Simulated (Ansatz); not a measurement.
Relaxation of Ag9S5 with UKS PBE-D4/def2-SVP.

```sh
$ ansatz run in.yaml --threads 2 --pin off --events-out ev --progress --plain --max-ram 22528MiB --backend cuda --devices 0, --max-vram 18GiB
```

```yaml
crystal:
  periodic: [false, false, false]
  atoms:
    - {symbol: Ag, position_ang: [-4.761100, -1.602100, 0.422000]}
    - {symbol: Ag, position_ang: [3.923600, -4.821000, 0.387700]}
    - {symbol: Ag, position_ang: [7.364100, -3.760900, 0.096300]}
    - {symbol: Ag, position_ang: [3.727600, 4.292900, 0.054900]}
    - {symbol: Ag, position_ang: [-5.998800, -5.056000, 0.435600]}
    - {symbol: Ag, position_ang: [1.602800, -8.161600, 0.482000]}
    - {symbol: Ag, position_ang: [-1.050800, 5.428400, -0.116500]}
    - {symbol: Ag, position_ang: [-1.139900, -5.133100, 0.421700]}
    - {symbol: Ag, position_ang: [4.943200, 0.000000, 0.000000]}
    - {symbol: S, position_ang: [-3.700300, -4.139000, 0.428800]}
    - {symbol: S, position_ang: [1.341500, -5.721500, 0.460900]}
    - {symbol: S, position_ang: [5.512400, 2.592400, 0.025900]}
    - {symbol: S, position_ang: [1.286300, 4.532900, -0.150400]}
    - {symbol: S, position_ang: [5.142000, -2.544600, 0.067200]}
basis:
  gaussian: {orbitals: def2-SVP}
magnetization: {spin_polarized: true, initial_magnetization: 1}
hamiltonian: {xc: pbe, dispersion: d4}
scf: {lower_state_search: "off"}
output: {orbitals: {seedname: orbitals}}
relax: {f_tol: 0.03, max_steps: 70}
```

It took 4.7 min on 2 threads of AMD EPYC 7R13 on a shared host and a share (18 GiB) of an NVIDIA H100 80GB HBM3, peak host memory 1.1 GiB.

Positions (Å) and forces (eV/Å) at steps 1, 2, 3, 4, 5, 6, 7, 8, 9, 10, 11, 12, 13, 14, 15, 16, 17, 18, 19, 20 of 70:

```xyz
14
step=1 energy=-90136.2704 eV
Ag   -4.761   -1.602    0.422    0.592   -1.307    0.000
Ag    3.924   -4.821    0.388   -0.730    0.866   -0.113
Ag    7.364   -3.761    0.096   -1.095    0.731   -0.007
Ag    3.728    4.293    0.055   -0.334   -0.837   -0.072
Ag   -5.999   -5.056    0.436    0.960    0.325   -0.006
Ag    1.603   -8.162    0.482   -0.187    0.979   -0.012
Ag   -1.051    5.428   -0.117    1.134   -0.237    0.052
Ag   -1.140   -5.133    0.422    0.008    0.126    0.006
Ag    4.943    0.000    0.000    0.421    0.525    0.093
S    -3.700   -4.139    0.429   -0.537    0.588    0.007
S     1.341   -5.721    0.461    0.233   -0.537    0.001
S     5.512    2.592    0.026   -0.687   -0.473    0.020
S     1.286    4.533   -0.150   -0.332    0.159   -0.024
S     5.142   -2.545    0.067    0.556   -0.909    0.055
14
step=2 energy=-90137.2910 eV
Ag   -4.695   -1.723    0.422    0.550   -1.165    0.001
Ag    3.784   -4.686    0.371   -0.667    0.658   -0.090
Ag    7.270   -3.686    0.097   -0.626    0.446    0.004
Ag    3.671    4.162    0.046   -0.339   -0.706   -0.066
Ag   -5.886   -5.023    0.435    0.544    0.163   -0.004
Ag    1.575   -8.073    0.480   -0.111    0.460   -0.009
Ag   -0.936    5.423   -0.105    0.716   -0.098    0.045
Ag   -1.132   -5.110    0.423    0.027    0.131    0.003
Ag    5.011    0.015    0.019    0.224    0.228    0.072
S    -3.658   -4.134    0.430   -0.126    0.621    0.004
S     1.337   -5.714    0.460    0.116    0.011    0.000
S     5.432    2.506    0.030   -0.370   -0.385    0.032
S     1.286    4.510   -0.160   -0.089    0.030   -0.021
S     5.134   -2.560    0.069    0.150   -0.393    0.028
14
step=3 energy=-90137.9914 eV
Ag   -4.602   -1.893    0.422    0.264   -0.423   -0.002
Ag    3.640   -4.557    0.354   -0.522    0.503   -0.073
Ag    7.191   -3.623    0.100   -0.127    0.158    0.015
Ag    3.611    4.018    0.035   -0.224   -0.579   -0.044
Ag   -5.798   -4.995    0.434    0.269    0.058   -0.003
Ag    1.558   -8.005    0.478   -0.064    0.257   -0.010
Ag   -0.838    5.424   -0.095    0.249    0.090    0.053
Ag   -1.122   -5.072    0.423    0.073    0.168   -0.001
Ag    5.035    0.018    0.034    0.090   -0.141    0.054
S    -3.606   -4.088    0.431    0.364   -0.019    0.005
S     1.337   -5.669    0.460   -0.070    0.170    0.010
S     5.387    2.427    0.038   -0.157   -0.181    0.038
S     1.293    4.490   -0.167    0.141   -0.148   -0.045
S     5.106   -2.568    0.070   -0.285    0.087    0.003
14
step=4 energy=-90138.4399 eV
Ag   -4.437   -1.879    0.418    0.208   -0.288   -0.004
Ag    3.507   -4.442    0.340   -0.428    0.420   -0.061
Ag    7.124   -3.534    0.107   -0.093    0.123    0.024
Ag    3.574    3.872    0.042   -0.222   -0.454   -0.032
Ag   -5.671   -5.073    0.429    0.188    0.021   -0.004
Ag    1.528   -7.929    0.473   -0.053    0.218   -0.015
Ag   -0.756    5.440   -0.053    0.240    0.111    0.081
Ag   -1.134   -5.001    0.424    0.109    0.130   -0.009
Ag    4.999   -0.007    0.049    0.103   -0.088    0.046
S    -3.524   -4.087    0.430    0.339   -0.044    0.011
S     1.289   -5.598    0.480   -0.089    0.145    0.026
S     5.409    2.373    0.071   -0.136   -0.174    0.045
S     1.264    4.302   -0.230    0.096   -0.191   -0.092
S     5.020   -2.529    0.036   -0.263    0.072   -0.016
14
step=5 energy=-90138.8072 eV
Ag   -4.353   -1.944    0.416    0.138   -0.088   -0.010
Ag    3.366   -4.309    0.321   -0.273    0.297   -0.047
Ag    7.074   -3.482    0.120   -0.132    0.111    0.030
Ag    3.516    3.728    0.039   -0.142   -0.343   -0.013
Ag   -5.592   -5.080    0.427    0.178    0.007   -0.009
Ag    1.512   -7.867    0.465   -0.031    0.154   -0.025
Ag   -0.667    5.502   -0.007    0.307    0.063    0.087
Ag   -1.107   -4.948    0.417    0.116    0.076   -0.026
Ag    5.024   -0.040    0.065    0.009   -0.061    0.033
S    -3.432   -4.118    0.435    0.155   -0.114    0.027
S     1.259   -5.544    0.499   -0.058    0.108    0.063
S     5.396    2.316    0.095   -0.020   -0.114    0.061
S     1.245    4.194   -0.293   -0.125   -0.148   -0.124
S     4.952   -2.502    0.015   -0.121    0.051   -0.047
14
step=6 energy=-90139.1110 eV
Ag   -4.263   -1.972    0.408    0.129   -0.059   -0.026
Ag    3.251   -4.177    0.299   -0.134    0.196   -0.050
Ag    7.010   -3.431    0.142   -0.100    0.081    0.045
Ag    3.438    3.552    0.034   -0.064   -0.248   -0.006
Ag   -5.518   -5.105    0.420    0.116   -0.025   -0.027
Ag    1.504   -7.799    0.447   -0.010    0.099   -0.052
Ag   -0.522    5.579    0.065    0.414   -0.065    0.054
Ag   -1.075   -4.905    0.396    0.108    0.032   -0.067
Ag    4.994   -0.053    0.082    0.037    0.030    0.029
S    -3.362   -4.150    0.455   -0.040    0.000    0.079
S     1.244   -5.483    0.552    0.001    0.050    0.149
S     5.406    2.273    0.142   -0.055   -0.018    0.072
S     1.195    4.039   -0.394   -0.292   -0.047   -0.099
S     4.891   -2.461   -0.031   -0.108   -0.028   -0.101
14
step=7 energy=-90139.3848 eV
Ag   -4.161   -1.963    0.369    0.113   -0.037   -0.074
Ag    3.178   -4.092    0.275   -0.096    0.164   -0.066
Ag    6.936   -3.379    0.169   -0.116    0.078    0.068
Ag    3.380    3.434    0.033   -0.034   -0.249   -0.015
Ag   -5.465   -5.144    0.369    0.103   -0.023   -0.082
Ag    1.506   -7.724    0.393   -0.012    0.122   -0.095
Ag   -0.380    5.582    0.114    0.479   -0.220   -0.017
Ag   -1.061   -4.872    0.364    0.165    0.005   -0.146
Ag    4.981   -0.051    0.104    0.018    0.027    0.026
S    -3.332   -4.158    0.552   -0.123    0.023    0.237
S     1.233   -5.424    0.711    0.010    0.001    0.266
S     5.407    2.260    0.229   -0.074    0.056    0.084
S     1.144    3.865   -0.479   -0.365    0.126   -0.013
S     4.827   -2.427   -0.186   -0.068   -0.073   -0.173
14
step=8 energy=-90139.7336 eV
Ag   -4.033   -1.969    0.315    0.100   -0.075   -0.105
Ag    3.075   -3.980    0.239   -0.073    0.090   -0.027
Ag    6.825   -3.317    0.199   -0.166    0.089    0.068
Ag    3.316    3.253    0.027    0.047   -0.200    0.000
Ag   -5.378   -5.180    0.298    0.135    0.021   -0.128
Ag    1.497   -7.610    0.337   -0.016    0.179   -0.104
Ag   -0.226    5.559    0.150    0.529   -0.411   -0.102
Ag   -1.028   -4.821    0.299    0.179   -0.020   -0.112
Ag    4.951   -0.049    0.118    0.019   -0.013    0.015
S    -3.280   -4.169    0.705   -0.186    0.047    0.328
S     1.218   -5.345    0.894    0.037   -0.023    0.224
S     5.421    2.240    0.333   -0.178    0.119    0.073
S     1.093    3.683   -0.542   -0.404    0.296    0.084
S     4.742   -2.386   -0.355   -0.023   -0.099   -0.214
14
step=9 energy=-90140.0155 eV
Ag   -3.963   -2.013    0.245    0.100   -0.152   -0.073
Ag    3.024   -3.928    0.227   -0.068    0.064    0.014
Ag    6.739   -3.278    0.243   -0.206    0.100    0.046
Ag    3.263    3.160    0.018    0.023   -0.141    0.009
Ag   -5.309   -5.170    0.208    0.259    0.113   -0.077
Ag    1.491   -7.518    0.264   -0.021    0.257   -0.061
Ag   -0.087    5.528    0.163    0.302   -0.135   -0.005
Ag   -1.001   -4.798    0.272    0.039    0.025    0.103
Ag    4.945   -0.062    0.118   -0.039   -0.093   -0.034
S    -3.254   -4.175    0.898   -0.106   -0.019    0.128
S     1.218   -5.302    1.027    0.021   -0.040    0.038
S     5.385    2.231    0.393   -0.121    0.043    0.077
S     1.050    3.615   -0.564   -0.198    0.011   -0.017
S     4.692   -2.382   -0.497    0.014   -0.032   -0.147
14
step=10 energy=-90140.2913 eV
Ag   -3.894   -2.095    0.154    0.111   -0.221   -0.007
Ag    3.003   -3.873    0.235   -0.035    0.111   -0.061
Ag    6.611   -3.220    0.310   -0.249    0.128   -0.003
Ag    3.202    3.075    0.016   -0.063   -0.167   -0.023
Ag   -5.199   -5.114    0.085    0.305    0.145   -0.004
Ag    1.494   -7.388    0.162   -0.019    0.256   -0.028
Ag    0.108    5.505    0.197    0.241   -0.159   -0.028
Ag   -0.983   -4.769    0.386   -0.010    0.051    0.163
Ag    4.890   -0.095    0.084   -0.042   -0.072   -0.048
S    -3.225   -4.185    1.080   -0.164    0.021   -0.062
S     1.243   -5.245    1.119    0.050   -0.094    0.018
S     5.318    2.191    0.474   -0.061   -0.012    0.074
S     0.991    3.496   -0.612   -0.115    0.080    0.030
S     4.634   -2.377   -0.672    0.051   -0.066   -0.021
14
step=11 energy=-90140.5393 eV
Ag   -3.824   -2.177    0.079    0.098   -0.146   -0.005
Ag    2.941   -3.801    0.174   -0.017    0.043    0.023
Ag    6.478   -3.140    0.376   -0.207    0.111   -0.001
Ag    3.124    2.897   -0.005   -0.020   -0.028    0.036
Ag   -5.081   -5.052   -0.022    0.212    0.084   -0.028
Ag    1.500   -7.254    0.069   -0.021    0.196   -0.036
Ag    0.291    5.484    0.228    0.189   -0.103   -0.002
Ag   -0.947   -4.722    0.562    0.005    0.014    0.126
Ag    4.839   -0.124    0.042   -0.018   -0.007   -0.018
S    -3.212   -4.191    1.183   -0.086    0.036   -0.015
S     1.297   -5.210    1.218    0.046   -0.001   -0.017
S     5.267    2.146    0.557   -0.124   -0.123    0.007
S     0.936    3.424   -0.643   -0.064   -0.044   -0.018
S     4.584   -2.373   -0.802    0.008   -0.032   -0.052
14
step=12 energy=-90140.7163 eV
Ag   -3.740   -2.230    0.036    0.093   -0.043   -0.032
Ag    2.932   -3.752    0.190   -0.035    0.039   -0.050
Ag    6.338   -3.052    0.420   -0.161    0.101    0.004
Ag    3.070    2.875    0.027   -0.087   -0.172   -0.056
Ag   -4.956   -5.018   -0.105    0.130    0.023   -0.054
Ag    1.484   -7.123   -0.010   -0.013    0.160   -0.039
Ag    0.470    5.424    0.250    0.154   -0.208   -0.064
Ag   -0.934   -4.710    0.679    0.035    0.041    0.089
Ag    4.801   -0.178    0.017   -0.063    0.001   -0.045
S    -3.199   -4.186    1.260   -0.059   -0.001    0.053
S     1.326   -5.163    1.276    0.050   -0.023    0.050
S     5.192    2.077    0.593   -0.032   -0.018    0.070
S     0.885    3.321   -0.690   -0.015    0.155    0.096
S     4.524   -2.376   -0.925    0.006   -0.054   -0.024
14
step=13 energy=-90140.8855 eV
Ag   -3.622   -2.267   -0.003    0.105   -0.038    0.000
Ag    2.887   -3.724    0.155   -0.025    0.038    0.004
Ag    6.205   -2.949    0.476   -0.157    0.100   -0.008
Ag    3.014    2.691   -0.006   -0.038    0.022    0.039
Ag   -4.823   -5.009   -0.193    0.143    0.017   -0.016
Ag    1.469   -6.975   -0.090   -0.015    0.170   -0.010
Ag    0.619    5.384    0.273    0.136   -0.173   -0.040
Ag   -0.908   -4.660    0.800    0.023    0.014    0.086
Ag    4.717   -0.192   -0.038    0.004   -0.008    0.013
S    -3.193   -4.184    1.335   -0.085    0.019   -0.019
S     1.357   -5.125    1.359    0.053   -0.027   -0.010
S     5.153    2.020    0.666   -0.125   -0.090   -0.018
S     0.854    3.276   -0.700    0.004    0.017    0.034
S     4.465   -2.378   -1.016   -0.022   -0.061   -0.054
14
step=14 energy=-90141.0416 eV
Ag   -3.475   -2.281   -0.032    0.113   -0.061    0.036
Ag    2.834   -3.675    0.138   -0.007   -0.008    0.012
Ag    6.047   -2.841    0.513   -0.116    0.044   -0.006
Ag    2.961    2.652    0.025   -0.039   -0.087   -0.013
Ag   -4.679   -5.014   -0.280    0.166    0.030    0.031
Ag    1.455   -6.814   -0.169   -0.011    0.191    0.026
Ag    0.777    5.289    0.284    0.098   -0.151   -0.040
Ag   -0.886   -4.623    0.932    0.016    0.004    0.059
Ag    4.678   -0.255   -0.062   -0.071    0.062   -0.029
S    -3.195   -4.172    1.389   -0.093    0.035   -0.089
S     1.391   -5.089    1.437    0.015   -0.028   -0.042
S     5.083    1.940    0.704   -0.079   -0.044    0.019
S     0.811    3.190   -0.732    0.024    0.057    0.060
S     4.392   -2.400   -1.128   -0.016   -0.047   -0.024
14
step=15 energy=-90141.1767 eV
Ag   -3.307   -2.282   -0.043    0.110   -0.059    0.042
Ag    2.833   -3.670    0.151   -0.061    0.034   -0.028
Ag    5.904   -2.771    0.539   -0.088    0.009   -0.012
Ag    2.910    2.545    0.025   -0.025   -0.017    0.006
Ag   -4.523   -5.019   -0.350    0.142    0.033    0.041
Ag    1.440   -6.631   -0.234    0.002    0.173    0.032
Ag    0.917    5.201    0.296    0.081   -0.115   -0.028
Ag   -0.885   -4.611    1.013    0.011    0.051    0.069
Ag    4.570   -0.262   -0.122   -0.016    0.028   -0.004
S    -3.199   -4.149    1.432   -0.073    0.016   -0.117
S     1.400   -5.038    1.506    0.029   -0.069   -0.025
S     5.026    1.881    0.756   -0.139   -0.049   -0.025
S     0.781    3.122   -0.746    0.038   -0.005    0.049
S     4.326   -2.409   -1.206   -0.009   -0.030    0.002
14
step=16 energy=-90141.2899 eV
Ag   -3.116   -2.287   -0.050    0.108   -0.067    0.059
Ag    2.732   -3.623    0.119    0.043   -0.010    0.039
Ag    5.784   -2.771    0.556   -0.073   -0.021   -0.013
Ag    2.849    2.494    0.028   -0.017   -0.058    0.007
Ag   -4.375   -5.024   -0.419    0.129    0.031    0.027
Ag    1.447   -6.447   -0.297    0.001    0.146    0.021
Ag    1.049    5.101    0.301    0.055   -0.089   -0.019
Ag   -0.854   -4.529    1.121   -0.009   -0.032    0.039
Ag    4.509   -0.290   -0.155   -0.057    0.017   -0.008
S    -3.198   -4.139    1.448   -0.037    0.068   -0.095
S     1.426   -5.015    1.583   -0.033    0.021   -0.051
S     4.939    1.825    0.790   -0.008   -0.044    0.006
S     0.729    3.045   -0.751   -0.067    0.030    0.000
S     4.268   -2.433   -1.257   -0.036    0.008   -0.012
14
step=17 energy=-90141.3793 eV
Ag   -2.921   -2.278   -0.042    0.109   -0.076    0.073
Ag    2.753   -3.609    0.155   -0.044    0.042   -0.026
Ag    5.679   -2.793    0.548   -0.019   -0.015   -0.007
Ag    2.785    2.419    0.029   -0.010   -0.031    0.003
Ag   -4.222   -5.010   -0.475    0.116    0.037    0.049
Ag    1.449   -6.268   -0.349   -0.007    0.098    0.025
Ag    1.144    5.016    0.305    0.030   -0.077   -0.020
Ag   -0.878   -4.545    1.180    0.007    0.066    0.036
Ag    4.432   -0.309   -0.169   -0.023   -0.005   -0.028
S    -3.217   -4.098    1.475   -0.047    0.036   -0.136
S     1.415   -4.964    1.629    0.002   -0.045   -0.024
S     4.878    1.788    0.803    0.017   -0.044    0.034
S     0.675    2.991   -0.760   -0.094    0.026   -0.007
S     4.218   -2.434   -1.312   -0.037   -0.013    0.027
14
step=18 energy=-90141.4446 eV
Ag   -2.727   -2.282   -0.021    0.098   -0.061    0.074
Ag    2.695   -3.572    0.161    0.013    0.034    0.002
Ag    5.626   -2.814    0.537   -0.021    0.000   -0.013
Ag    2.737    2.363    0.029   -0.017   -0.023    0.005
Ag   -4.091   -5.002   -0.523    0.107    0.038    0.044
Ag    1.430   -6.164   -0.381   -0.023    0.049    0.007
Ag    1.194    4.948    0.303    0.009   -0.061   -0.018
Ag   -0.871   -4.466    1.227    0.015   -0.022    0.041
Ag    4.393   -0.321   -0.194   -0.019   -0.029    0.005
S    -3.227   -4.076    1.481   -0.043    0.075   -0.129
S     1.410   -4.957    1.661   -0.022    0.024   -0.032
S     4.831    1.752    0.828   -0.003   -0.029    0.009
S     0.622    2.945   -0.761   -0.049    0.006    0.004
S     4.173   -2.447   -1.330   -0.046    0.000    0.000
14
step=19 energy=-90141.4975 eV
Ag   -2.535   -2.264    0.006    0.082   -0.046    0.071
Ag    2.672   -3.535    0.168   -0.013    0.011   -0.008
Ag    5.592   -2.827    0.511    0.007   -0.015   -0.006
Ag    2.695    2.322    0.033   -0.017   -0.047   -0.001
Ag   -3.961   -4.979   -0.567    0.097    0.035    0.040
Ag    1.395   -6.094   -0.398   -0.026    0.035    0.012
Ag    1.209    4.886    0.295   -0.009   -0.032   -0.011
Ag   -0.891   -4.473    1.285    0.021    0.024    0.010
Ag    4.359   -0.345   -0.190   -0.026    0.010   -0.009
S    -3.247   -4.021    1.475   -0.019    0.058   -0.114
S     1.402   -4.930    1.673   -0.026   -0.007    0.001
S     4.793    1.722    0.842   -0.019   -0.015    0.013
S     0.573    2.896   -0.759   -0.019   -0.013    0.013
S     4.138   -2.450   -1.358   -0.035    0.000   -0.010
14
step=20 energy=-90141.5460 eV
Ag   -2.347   -2.224    0.044    0.041    0.006    0.047
Ag    2.642   -3.528    0.173    0.000    0.017    0.011
Ag    5.574   -2.840    0.477   -0.020    0.009   -0.032
Ag    2.649    2.251    0.038   -0.032    0.011    0.013
Ag   -3.807   -4.951   -0.608    0.089    0.035    0.033
Ag    1.343   -6.050   -0.396   -0.028    0.009    0.000
Ag    1.196    4.829    0.285   -0.012   -0.037   -0.010
Ag   -0.889   -4.432    1.303    0.009   -0.028    0.050
Ag    4.317   -0.352   -0.200   -0.006   -0.036    0.012
S    -3.247   -3.952    1.457    0.008    0.073   -0.121
S     1.392   -4.924    1.697    0.007    0.005   -0.004
S     4.753    1.695    0.867   -0.019   -0.013    0.003
S     0.526    2.838   -0.748   -0.014   -0.039    0.008
S     4.092   -2.452   -1.373   -0.022   -0.013   -0.011
```

In the def2 sets Ag takes a core potential; there is no spin–orbit coupling. Another isomer (doublet) lies 1.02 eV lower at PBE0-D4/def2-TZVP; other spin states weren't run for this one.
